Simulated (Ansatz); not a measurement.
Relaxation of H6W (7 atoms, charge 0, multiplicity 1), to a largest force component of 0.03 eV/Å in at most 50 steps.

Level of theory: RKS CAM-B3LYP-D4/def2-mTZVP in Ansatz.

```xyz
7
Properties=species:S:1:pos:R:3
W 0.089 0.000 0.089
H 0.449 0.056 1.764
H 1.764 -0.056 0.449
H -0.533 1.471 -0.498
H -1.408 -0.061 1.036
H -0.498 -1.471 -0.533
H 1.036 0.061 -1.408
```

Problem. Where does it end, and by what steps?

Solution. It converged. The force dipped under the threshold on the way, but the program's further checks kept it going. After 8 steps the energy has fallen by 1.081 eV; H5 moved furthest, 0.73 Å.

| step | energy less start (eV) | largest force component (eV/Å) | accepted |
| --- | --- | --- | --- |
| 0 | 0.0000 | 0.258 | yes |
| 1 | 0.0010 | 0.301 | no |
| 2 | -0.0054 | 0.020 | yes |
| 3 | -0.0114 | 0.303 | yes |
| 4 | -0.2372 | 1.328 | yes |
| 5 | -0.6924 | 0.814 | yes |
| 6 | -0.9518 | 1.206 | yes |
| 7 | -1.0774 | 0.441 | yes |
| 8 | -1.0807 | 0.016 | yes |

```xyz
7
Properties=species:S:1:pos:R:3
W 0.054 -0.218 0.050
H 0.420 -0.161 1.693
H 1.696 -0.137 0.417
H -0.719 1.078 -0.698
H -1.076 0.587 1.005
H -0.469 -1.777 -0.503
H 0.993 0.628 -1.064
```

Whether the end is a true minimum wasn't checked by a vibrational analysis.

The run took 17 s on 1 thread of Arm Neoverse V2, on a shared host, peak memory 0.11 GiB.
